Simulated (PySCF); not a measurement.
Species: C6H14Si.
Structure used (PBE0-D3(BJ)/def2-SVP), in Å, numbered top down from 1:
```xyz
21
C6H14Si angstrom
C     -2.1605    0.4212    1.3239
C     -1.1712    0.3966    0.1693
C     -0.8225   -1.0263   -0.2911
C      0.2467   -0.9576   -1.3907
Si     1.3694    0.4670   -0.8198
C      3.0107   -0.0943   -0.0949
C      0.1516    1.1223    0.4817
H     -1.7416   -0.0920    2.2057
H     -3.1038   -0.0834    1.0602
H     -2.4026    1.4525    1.6234
H     -1.6375    0.9093   -0.6942
H     -0.4288   -1.5852    0.5787
H     -1.7263   -1.5669   -0.6199
H      0.7685   -1.9159   -1.5370
H     -0.2143   -0.6954   -2.3580
H      1.6336    1.4555   -1.9160
H      3.5625    0.7533    0.3412
H      2.8500   -0.8394    0.7003
H      3.6497   -0.5516   -0.8663
H      0.0344    2.2168    0.4972
H      0.5063    0.8270    1.4865
```

All values: B3LYP/def2-SVPD (PySCF, non-relativistic), on one gas-phase PBE0-D3(BJ)/def2-SVP geometry that isn't relaxed in the solvent. The solvent is an IEF-PCM continuum (van der Waals radii × 1.2). The model holds no explicit solvent molecules, cavitation or dispersion.

Gas phase at B3LYP/def2-SVPD: HOMO -7.64 eV, LUMO 0.38 eV, dipole 0.41 D.

Task: What does the continuum do to the energy, the frontier levels and the dipole at B3LYP/def2-SVPD in chloroform and methanol?

Result: 
| solvent | ε | E(solvent) − E(gas) (kcal/mol) | polarisation term (kcal/mol) | distortion of the solute (kcal/mol) | HOMO (eV) | LUMO (eV) | dipole (D) |
| --- | --- | --- | --- | --- | --- | --- | --- |
| chloroform | 4.711 | -0.72 | -0.77 | 0.05 | -7.53 | 0.52 | 0.54 |
| methanol | 32.61 | -1.01 | -1.11 | 0.10 | -7.50 | 0.55 | 0.61 |

The polarisation term is half the interaction of the solute with the surface charges that it induces; the rest is the cost of distorting the solute's density. The sum is the electrostatic part of solvation alone. From chloroform to methanol the lowering changes by a factor 1.40, Onsager's factor (ε − 1)/(2ε + 1) by 1.34 and ε itself by 6.9.

Task: How does the static polarisability (B3LYP/def2-SVPD, frozen core, with the continuum's full static response) change?

Result: 
```
    medium  isotropic (au)  principal values (au)  ⟨r²⟩ of the electrons (bohr²)
       gas            98.1      87.6, 93.6, 113.0                         1129.9
chloroform           122.9    113.1, 118.7, 137.0                         1130.1
  methanol           135.1    127.6, 131.1, 146.7                         1130.3
```

The isotropic value in methanol is 1.38 times the gas-phase one; no cavity-field correction is applied. ⟨r²⟩ is taken about the centre of nuclear charge.

On one thread of an x86-64 server, on a shared host, this took 43 s of wall time. This is the whole response run at B3LYP/def2-SVPD in methanol, SCF included.
